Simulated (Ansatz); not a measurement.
`S=C[SiH2]Br` + H₂S → `S=C[SiH2]S` + HBr at 700 K and 1 bar (ligand exchange at the Si–Br bond).

Calculated with Ansatz (gas phase, PBE0-D4/def2-TZVP geometries, no zero-point term in ΔE). CCSD(T)/CBS is the MP2 limit (def2-TZVPP, def2-QZVPP) plus CCSD(T) − MP2 in def2-TZVPP, frozen cores. This one scheme is used for every species. For Br outer-core shells are correlated without core-valence functions, which leaves a few kJ/mol of doubt a bond. Scalar relativity is left out up to krypton. Each species was taken in one conformer, which may not be the lowest.

```json
{"species": "`S=C[SiH2]Br`", "CCSD(T)/CBS energy (Eh)": "-3300.04247", "H − E (kJ/mol)": "151.5", "S (J/(mol·K))": "436.5"}
{"species": "H₂S", "CCSD(T)/CBS energy (Eh)": "-398.97279", "H − E (kJ/mol)": "64.8", "S (J/(mol·K))": "236.9"}
{"species": "`S=C[SiH2]S`", "CCSD(T)/CBS energy (Eh)": "-1125.08237", "H − E (kJ/mol)": "180.6", "S (J/(mol·K))": "441.9"}
{"species": "HBr", "CCSD(T)/CBS energy (Eh)": "-2573.91920", "H − E (kJ/mol)": "36.5", "S (J/(mol·K))": "223.7"}
```

H − E and S are ideal-gas, rigid-rotor, harmonic terms from PBE0-D4/def2-TZVP, for one conformer and one mirror image of each species. 1 Eh = 2625.50 kJ/mol, R = 8.31446 J/(mol·K).

**Question.** By hand: ΔE, ΔH, ΔS and ΔG.

**Answer.** ΔE = (-1125.08237) + (-2573.91920) − (-3300.04247) − (-398.97279) = 0.01369 Eh = 35.9 kJ/mol. Δ(H − E) = 180.6 + 36.5 − 151.5 − 64.8 = 0.8, so ΔH = 36.7 kJ/mol. ΔS = 441.9 + 223.7 − 436.5 − 236.9 = -7.8 J/(mol·K). ΔG = 36.7 − 700 × (-7.8)/1000 = 42.2 kJ/mol.

**Question.** By hand: the equilibrium constant, and the temperature at which ΔG would vanish if ΔH and ΔS stayed fixed.

**Answer.** log₁₀ K = −ΔG/(RT ln 10) = -3.1. ΔH and −TΔS have one sign here, so there is no such temperature.

The number of gas molecules stays the same, so ΔS is small and ΔH decides. A doubt of 5 kJ/mol in ΔE shifts log₁₀ K by 0.4 here. Other conformers and mirror images would add mixing entropy, several J/(mol·K) or more a flexible species. Modes under 60 cm⁻¹, often nearly free rotors, make the harmonic entropy too high. These are equilibria of isolated gas molecules and say nothing of rates. Largest T1 diagnostic: 0.014 (customary marks: 0.02 for closed shells, 0.045 for open ones).

ΔS is within the doubt of such terms, so its sign, and with it that verdict, could turn.
